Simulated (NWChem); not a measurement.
System: C₅H₃Cl; SMILES C(=C=CCl)C#C

```xyz
9

C      0.8314     3.3404    -0.1867
C      0.1201     2.3811     0.0899
C     -0.7297     1.2935     0.4402
C     -0.6387     0.0657    -0.0648
C     -0.5674    -1.1475    -0.5619
Cl     0.4013    -2.4252     0.1444
H      1.4657     4.1790    -0.4375
H     -1.5227     1.5003     1.1879
H     -1.1126    -1.4598    -1.4682
```
Atoms are numbered in this order, from 1.

Level: PBE-D3(BJ)/def2-SVP (NWChem), optimised geometry, unscaled harmonic frequencies. 

```
frequency (cm⁻¹)  IR intensity (km/mol)
----------------  ---------------------
80                                  0.4
147                                 1.9
204                                 1.2
320                                 2.3
428                                 6.0
475                                 9.0
585                                 9.0
628                                36.0
653                                38.6
728                                30.9
745                                70.2
835                                18.9
946                                28.9
1096                                0.8
1189                               40.8
1364                               10.2
1996                               27.0
2150                                0.5
3029                                0.7
3112                                3.2
3408                               88.6
```

| Quantity | Result |
|---|---|
| zero-point energy | 34.5 kcal/mol |
| thermal correction to the enthalpy at 298.15 K (with zero-point energy) | 39.2 kcal/mol |
| heat capacity Cv | 22.2 cal/(mol K) |
| entropy at 298.15 K and 1 atm (symmetry number 1) | 81.1 cal/(mol K) |
| dipole moment | 1.19 D |

Rigid rotor and harmonic oscillator; modes under 100 cm⁻¹ make the entropy uncertain.
